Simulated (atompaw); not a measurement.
**Logarithmic derivatives: selenium (Se), PAW (atompaw)**

- Element: selenium (Se)
- Generator: atompaw 4.2.0.5
- Type: PAW
- Functional: PBE
- Relativity: scalar-relativistic
- Frozen core: [Ar] 3d10
- Valence charge: 6
- Reference configuration: 4s1 4p5
- Partial waves: 4s (bound): rc 1.45 bohr; 4s channel at 1.05 Ry: rc 1.15 bohr; 4p (bound): rc 1.45 bohr; 4p channel at 0.7 Ry: rc 1.45 bohr
- Local potential: bessel scheme, radius 1.45 bohr
- Core correction: smooth core density matched at 1.30 bohr
- Augmentation charge: besselshape compensation charge, radius 1.20 bohr; PAW radius 1.45 bohr; waves and projectors: custom polynom2 7 10 vanderbiltortho

The phase is arctan(r·u′/u) with u = r·R(r), unwrapped; energies in Ry, scanned from -3 to 5 Ry. A pole is an energy at which the radial function vanishes at the test radius. The pseudo phase is shifted by a multiple of π to meet the all-electron one at the reference energy, and phase errors are pseudo minus all-electron; the curves can meet again beyond the range given. Levels narrower than the energy grid can be missing from the lists of poles.

Problem. For each channel, where are the poles, and over which energies does the pseudopotential scatter like the atom?

Solution.

```
channel  radius (bohr)  reference energy (Ry)  poles, all-electron  poles, pseudo  unbroken range about the reference energy with phases within 0.05 rad  phase error 1 Ry above the reference energy (rad)
      s           1.45                  -1.33                 none           none                                                        the whole range                                             -0.000
      p           1.45                  -0.52                 none           none                                                        the whole range                                             +0.000
```

Phases in the p channel:

| E (Ry) | all-electron | pseudo |
| --- | --- | --- |
| -3.00 | 1.104 | 1.103 |
| -2.52 | 1.057 | 1.056 |
| -2.04 | 0.998 | 0.997 |
| -1.56 | 0.921 | 0.921 |
| -1.08 | 0.819 | 0.819 |
| -0.60 | 0.678 | 0.678 |
| -0.12 | 0.484 | 0.484 |
| 0.36 | 0.221 | 0.221 |
| 0.84 | -0.100 | -0.100 |
| 1.32 | -0.426 | -0.426 |
| 1.80 | -0.700 | -0.700 |
| 2.28 | -0.904 | -0.905 |
| 2.76 | -1.052 | -1.054 |
| 3.24 | -1.159 | -1.162 |
| 3.72 | -1.240 | -1.244 |
| 4.20 | -1.302 | -1.308 |
| 4.68 | -1.352 | -1.359 |
